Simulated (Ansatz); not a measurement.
`[SiH3][SiH](Br)Br`, relaxed with RKS PBE-D4/def2-SVP in Ansatz 0.2.0 from a rough embedded geometry. The force threshold is 0.03 eV/Å; the program also tests the step.

Charge 0, multiplicity 1.

Start:

```xyz
8

Si    1.044   -0.232    0.460
Si   -0.895    0.214   -0.585
Br   -1.608    2.195    0.004
Br   -2.477   -1.237    0.014
H     2.131    0.707    0.102
H     0.963   -0.268    1.954
H     1.583   -1.599    0.074
H    -0.741    0.219   -2.022
```

(1) By how much does the energy fall, and how many steps does the optimiser take? (Best estimate.)

(2) Which bonds change most? (An estimate is asked.)

(3) Give the relaxed structure. (Estimate.)

## Answers

(1) Ansatz gave: 4.30 kcal/mol, in 5 steps, 1 of them rejected.

(2) The calculation gave: Si1–Si2 from 2.247 to 2.348 Å; Si2–Br3 from 2.187 to 2.247 Å; Si2–H8 from 1.445 to 1.501 Å; Si1–H5 from 1.481 to 1.504 Å.

(3) The calculation gave: 
```xyz
8

Si    1.118   -0.274    0.486
Si   -0.903    0.223   -0.601
Br   -1.553    2.275    0.040
Br   -2.421   -1.314    0.017
H     2.157    0.747    0.110
H     0.867   -0.232    1.967
H     1.584   -1.646    0.081
H    -0.850    0.219   -2.101
```
